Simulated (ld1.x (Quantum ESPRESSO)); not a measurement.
## LDA (PZ) RRKJ dataset for Zn (Z = 30), scalar-relativistic all-electron reference.

ld1.x (Quantum ESPRESSO) 7.5 was run on this input:

```
&input
   title='Zn', zed=30., rel=1, dft='PZ', iswitch=3,
   config='[Ar] 3d10 4s1.5 4p0',
   nld=3, rlderiv=1.50, eminld=-12.0, emaxld=5.0, deld=0.04
 /
 &inputp
   pseudotype=2, tm=.false., lloc=-1, rcloc=0.85,
   nlcc=.true.,
   file_pseudopw='Zn.UPF', file_wfcaegen='ae.wfc', file_wfcncgen='nc.wfc', file_beta='beta', file_chi='chi'
 /
3
3S  1  0   2.00   0.00  1.15  1.15  0.0
3P  2  1   6.00   0.00  1.00  1.00  0.0
3D  3  2  10.00   0.00  1.35  1.35  0.0
 &test
   configts(1)='3s2 3p6 3d10 4s1.5 4p0'
 /
```

Command:

```bash
ld1.x < Zn.in > Zn.out
```

Resulting log (shortened: banner, matrices, multipoles, cross overlaps and the repeated all-electron block are left out):

```
Program LD1 v.7.5
     --------------------------- All-electron run ----------------------------

     Zn
     scalar relativistic calculation

     atomic number is 30.00
     dft =PZ   lsd =0 sic =0 latt =0  beta=0.20 tr2=1.0E-14
     Exchange-correlation= PZ
                           (   1   1   0   0   0   0   0)
     mesh =1201 r(mesh) =  99.36527 a.u. xmin = -7.00 dx = 0.01250
     1 Ry =  13.60569312 eV, c = 137.03599908

     n l     nl                  e(Ry)          e(Ha)          e(eV)
     1 0     1S 1( 2.00)      -699.1117      -349.5559     -9511.8999
     2 0     2S 1( 2.00)       -85.3149       -42.6574     -1160.7683
     2 1     2P 1( 6.00)       -74.0908       -37.0454     -1008.0572
     3 0     3S 1( 2.00)        -9.7963        -4.8982      -133.2855
     3 1     3P 1( 6.00)        -6.4625        -3.2313       -87.9272
     3 2     3D 1(10.00)        -1.1070        -0.5535       -15.0621
     4 0     4S 1( 1.50)        -0.7456        -0.3728       -10.1438
     4 1     4P 1( 0.00)        -0.3252        -0.1626        -4.4241

     final scf error:  7.5E-15 reached in  25 iterations

     Etot =   -3586.332407 Ry,   -1793.166204 Ha,  -48794.538173 eV

     Ekin =    3642.002433 Ry,    1821.001216 Ha,   49551.967453 eV
     Encl =   -8637.939545 Ry,   -4318.969773 Ha, -117525.154670 eV
     Eh   =    1546.912526 Ry,     773.456263 Ha,   21046.817119 eV
     Exc  =    -137.307821 Ry,     -68.653910 Ha,   -1868.168076 eV

     normalization and overlap integrals

     s(1S/1S) =  1.000000  <r> =   0.0504  <r2> =    0.0034  r(max) =   0.0329
     s(2S/2S) =  1.000000  <r> =   0.2266  <r2> =    0.0606  r(max) =   0.1894
     s(2P/2P) =  1.000000  <r> =   0.1985  <r2> =    0.0483  r(max) =   0.1513
     s(3S/3S) =  1.000000  <r> =   0.6825  <r2> =    0.5387  r(max) =   0.5908
     s(3P/3P) =  1.000000  <r> =   0.7143  <r2> =    0.6036  r(max) =   0.5908
     s(3D/3D) =  1.000000  <r> =   0.9051  <r2> =    1.1066  r(max) =   0.5620
     s(4S/4S) =  1.000000  <r> =   2.4910  <r2> =    7.1958  r(max) =   2.0366
     s(4P/4P) =  1.000000  <r> =   3.4355  <r2> =   13.9352  r(max) =   2.7150

     ------------------------ End of All-electron run ------------------------

     --------------------- Generating NC pseudopotential ---------------------

      Generating local potential from pseudized AE potential:
      Matching radius rcloc =   0.8500

      Local pseudo, rcloc= 0.860 Estimated cut-off energy=    33.43 Ry

      Computing core charge for nlcc:

       r > 0.31 : true rho core
       r < 0.31 : rho core = a sin(br)/r    a=  87.47  b=   8.41

      Integrated core pseudo-charge :   5.97

      Wfc   3S  rcut= 1.160  Estimated cut-off energy=       99.63 Ry
      This function has    0 nodes for 0 < r <    1.160

      Wfc   3P  rcut= 0.999  Estimated cut-off energy=      181.22 Ry
      This function has    0 nodes for 0 < r <    0.999

      Wfc   3D  rcut= 1.348  Estimated cut-off energy=      129.33 Ry
      This function has    0 nodes for 0 < r <    1.348

     ------------------- End of pseudopotential generation -------------------

     Computing logarithmic derivative in   1.49941
     Computing logarithmic derivative in   1.49941
     Computing the partial wave expansion
     R is outside the sphere for l=    0 j= 0.00
     R is outside the sphere for l=    1 j= 0.00
     R is outside the sphere for l=    2 j= 0.00

     ---------------------- Testing the pseudopotential ----------------------

     Zn
     scalar relativistic calculation

     atomic number is 30.00   valence charge is 20.00
     dft =PZ   lsd =0 sic =0 latt =0  beta=0.20 tr2=1.0E-14
     mesh =1201 r(mesh) =  99.36527 xmin = -7.00 dx = 0.01250

     n l     nl             e AE (Ry)        e PS (Ry)    De AE-PS (Ry)
     1 0     3S   1( 2.00)       -9.79630       -9.79629       -0.00001
     2 1     3P   1( 6.00)       -6.46253       -6.46254        0.00001
     3 2     3D   1(10.00)       -1.10705       -1.10705        0.00000
     2 0     4S   1( 1.50)       -0.74555       -0.78778        0.04223  !
     3 1     4P   1( 0.00)       -0.32517       -0.32497       -0.00019

     eps = 3.9E-16  iter = 13

     Etot =   -3586.332407 Ry,   -1793.166204 Ha,  -48794.538173 eV
     Etotps =  -458.641481 Ry,    -229.320740 Ha,   -6240.135239 eV

     Ekin =     224.764562 Ry,     112.382281 Ha,    3058.077653 eV
     Encl =    -985.166219 Ry,    -492.583110 Ha,  -13403.869253 eV
     Ehrt =     379.516036 Ry,     189.758018 Ha,    5163.578723 eV
     Ecxc =     -62.794491 Ry,     -31.397246 Ha,    -854.362576 eV
     (Ecc =     -19.655565 Ry,      -9.827782 Ha,    -267.427585 eV)
     Epseu=     -14.961368 Ry,      -7.480684 Ha,    -203.559786 eV

     ---------------------- End of pseudopotential test ----------------------
```

The potential misses its own reference levels by up to 0.6 eV. ld1.x takes every shell without a wave as core, so the model core holds the 4s electrons as well and exchange and correlation see them twice. This cancels in the reference configuration, but the file is broken for other ones, and its errors say nothing about a proper core correction.

Generation and configuration tests took about 3.8 s on one core of a shared server CPU.
